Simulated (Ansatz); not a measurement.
Consider the redistribution: `[OH][Zr]([F])([Cl])[Cl]` + `CS[SiH](N)Cl` → `[F][Zr]([Cl])([Cl])[Cl]` + `CS[SiH](N)O`.

Gas-phase electronic energies from Ansatz, PBE0-D4/def2-TZVP geometries. CCSD(T)/CBS is the MP2 limit (def2-TZVPP, def2-QZVPP) plus CCSD(T) − MP2 in def2-TZVPP, frozen cores. Functionals use def2-TZVPP. B3LYP here is the variant with VWN-RPA as its local correlation; programs differ in this. def2 core potentials past Kr. For Zr outer-core shells are correlated without core-valence functions, which leaves a few kJ/mol of doubt a bond. One conformer a species, not always the lowest.

| level | ΔE (kJ/mol) | difference from CCSD(T)/CBS |
| --- | --- | --- |
| r2SCAN-D4 | -20.2 | -2.0 |
| PBE0-D4 | -15.5 | 2.7 |
| B3LYP-D4 | -17.5 | 0.7 |
| B2PLYP | -20.0 | -1.8 |
| r2SCAN | -20.6 | -2.4 |
| PBE0 | -17.2 | 1.0 |
| SCS-MP2/def2-TZVPP | -17.7 | 0.5 |
| MP2/def2-QZVPP | -17.1 | 1.1 |
| HF/CBS(def2) | -26.3 | -8.1 |
| MP2/CBS(def2) | -16.0 | 2.2 |
| CCSD(T)/CBS | -18.2 | 0 |

Largest T1 diagnostic among the species: 0.016.

In def2-TZVPP, CCSD(T) changes the Hartree–Fock value by +4.8 kJ/mol (the triples alone add −0.8 kJ/mol) and MP2 by +7.0 kJ/mol.

CCSD(T)/CBS has its own doubt, a few kJ/mol and more with outer-core shells, so smaller differences from it don't rank the levels.
